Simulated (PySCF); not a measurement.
## Energy of Sc(2+) (scandium, charge +2) between two integer charges

The 3d alpha orbital of [Ar] 3d1 is emptied in steps (occupation f), with all orbitals relaxed, ending at [Ar]. Calculation: PySCF 2.14, in def2-SVP (5s3p2d1f, 31 functions); no relativity, point nucleus. The exact energy is a straight line in f; departures are measured from the line between the end points of the same method.

**Question.** Among BHandHLYP, wB97X, CAM-B3LYP, which shows the largest delocalisation error (convex curve), and which is closest to linear?

**Answer.** Most convex: CAM-B3LYP (-1.002 eV at f = 0.5); closest to linear: wB97X (-0.730 eV).

| f | BHandHLYP (eV) | wB97X (eV) | CAM-B3LYP (eV) |
| --- | --- | --- | --- |
| 1 | 0.000 | 0.000 | 0.000 |
| 0.9 | -0.316 | -0.255 | -0.352 |
| 0.7 | -0.742 | -0.604 | -0.832 |
| 0.5 | -0.889 | -0.730 | -1.002 |
| 0.3 | -0.751 | -0.621 | -0.850 |
| 0.1 | -0.324 | -0.269 | -0.368 |
| 0 | 0.000 | 0.000 | 0.000 |

```json
{"method": "BHandHLYP", "E(f=0) − E(f=1) (eV)": "25.718", "−ε at f=1 (eV)": "22.221", "−ε at f=0.5 (eV)": "25.691"}
{"method": "wB97X", "E(f=0) − E(f=1) (eV)": "25.658", "−ε at f=1 (eV)": "22.853", "−ε at f=0.5 (eV)": "25.607"}
{"method": "CAM-B3LYP", "E(f=0) − E(f=1) (eV)": "26.005", "−ε at f=1 (eV)": "22.116", "−ε at f=0.5 (eV)": "25.951"}
```

Reference removal energy between the ground levels: 24.757 eV (measured; NIST Atomic Spectra Database, ionization energies). The calculation has no spin-orbit coupling.
